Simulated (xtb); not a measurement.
C3H7BO2, SMILES O1[C@@H](B(O)C1)C. All values are semi-empirical tight-binding results from xtb (GFN2-xTB unless named), good for trends rather than for accurate numbers. Geometry: GFN2-xTB. The structure was generated by enumeration; whether it is a known compound was not checked. Other conformers were not sampled.

Optimised geometry:

Bonds (Å): C1–C2 1.527, C1–H7 1.087, C1–H8 1.087, C1–H9 1.087, C2–O3 1.450, C2–B5 1.595, C2–H10 1.098, O3–C4 1.442, C4–B5 1.592, C4–H11 1.095, C4–H12 1.096, B5–O6 1.322, O6–H13 0.959. Bond angles (°): C2–C1–H7 110.3, C2–C1–H8 110.1, C2–C1–H9 109.5, H7–C1–H8 108.5, H7–C1–H9 109.1, H8–C1–H9 109.4, C1–C2–O3 112.2, C1–C2–B5 120.1, C1–C2–H10 108.7, O3–C2–B5 88.3, O3–C2–H10 108.7, B5–C2–H10 116.7, C2–O3–C4 97.2, O3–C4–B5 88.7, O3–C4–H11 110.2, O3–C4–H12 110.3, B5–C4–H11 119.1, B5–C4–H12 119.0, H11–C4–H12 107.7, C2–B5–C4 85.8, C2–B5–O6 134.8, C4–B5–O6 139.4, B5–O6–H13 118.9.

```yaml
orbital_gap: 4.69 eV
dipole_moment: 3.40 D
zero_point_energy: 64.1 kcal/mol
G − E(el) at 298.15 K (modified RRHO): 45.1 kcal/mol
static polarisability (D4 model): 54.9 bohr³
solvation energy, GFN2-xTB/ALPB(water): -7.4 kcal/mol
solvation energy, GFN2-xTB/ALPB(ether): -8.9 kcal/mol
```

Computed IR lines (harmonic; lines under 4 % of the strongest left out, lines within 3 cm⁻¹ merged):
ν (cm⁻¹): 622 (m), 755 (w), 810 (m), 879 (m), 993 (w), 1021 (w), 1058 (m), 1083 (m), 1114 (w), 1126 (w), 1209 (w), 1438 (vs), 1451 (w), 2871 (m), 2891 (m), 2921 (w), 3032 (w), 3039 (m) (against the strongest line: vs over 80 %, s over 45 %, m over 15 %, w over 4 %, vw less)

Computed atomic charges and the Wiberg bond orders between heavy atoms:
charges (e) C1 -0.11, C2 0.03, O3 -0.36, C4 -0.03, B5 0.34, O6 -0.41, H7 0.04, H8 0.05, H9 0.04, H10 0.03, H11 0.03, H12 0.03, H13 0.31. Bond orders C1–C2 1.00, C2–O3 0.96, O3–C4 0.98, C2–B5 0.97, C4–B5 0.98, B5–O6 1.32.
